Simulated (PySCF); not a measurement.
**Correlation energy of Cl (chlorine, neutral)**

[Ne] 3s1 3p6, 2S determinant (an excited configuration). All numbers are calculated (PySCF 2.14, scalar relativity by spin-free X2C-1e, in ANO-RCC-VTZP). Frozen: 1s2; 15 electrons correlated.

```csv
level,correlation energy (mhartree)
CCSD,-335.77
(T),-35.78
CCSD(T),-371.55
```

Diagnostics: T1 = 0.015, D1 = 0.0475, largest double amplitude 0.216.

A double-excitation amplitude exceeds 0.15, a sign of near-degeneracy.

Cost of the coupled-cluster step: roughly 0.9 core-seconds, for 15 correlated electrons.

Iterations:

```
CC2 = 0
CCSD nocc = (np.int64(8), np.int64(7)), nmo = (33, 33)
frozen orbitals [[0], [0]]
max_cycle = 100
direct = 0
conv_tol = 1e-08
conv_tol_normt = 1e-06
diis_space = 8
diis_start_cycle = 0
Init t2, MP2 energy = -0.268163235742766
Init E_corr(UCCSD) = -0.268163235766559
cycle = 1  E_corr(UCCSD) = -0.297783425330791  dE = -0.0296201896  norm(t1,t2) = 0.144261
cycle = 2  E_corr(UCCSD) = -0.315379496411501  dE = -0.0175960711  norm(t1,t2) = 0.0894074
cycle = 3  E_corr(UCCSD) = -0.33725685843498  dE = -0.021877362  norm(t1,t2) = 0.0534372
cycle = 4  E_corr(UCCSD) = -0.334718077014057  dE = 0.00253878142  norm(t1,t2) = 0.00465423
cycle = 5  E_corr(UCCSD) = -0.335857217679714  dE = -0.00113914067  norm(t1,t2) = 0.00293206
cycle = 6  E_corr(UCCSD) = -0.335778165883204  dE = 7.90517965e-05  norm(t1,t2) = 0.000475512
cycle = 7  E_corr(UCCSD) = -0.335781564726882  dE = -3.39884368e-06  norm(t1,t2) = 0.000150212
cycle = 8  E_corr(UCCSD) = -0.335772905476655  dE = 8.65925023e-06  norm(t1,t2) = 6.77133e-05
cycle = 9  E_corr(UCCSD) = -0.335773531177954  dE = -6.25701298e-07  norm(t1,t2) = 3.25338e-05
cycle = 10  E_corr(UCCSD) = -0.335774340774388  dE = -8.09596434e-07  norm(t1,t2) = 9.65535e-06
cycle = 11  E_corr(UCCSD) = -0.335773847236915  dE = 4.93537472e-07  norm(t1,t2) = 1.41209e-06
cycle = 12  E_corr(UCCSD) = -0.335773963018407  dE = -1.15781492e-07  norm(t1,t2) = 3.59831e-07
cycle = 13  E_corr(UCCSD) = -0.335773959596986  dE = 3.42142065e-09  norm(t1,t2) = 4.47135e-08
UCCSD converged
E(UCCSD) = -460.6604874001119  E_corr = -0.3357739595969864
UCCSD(T) correction = -0.0357775947850066
```
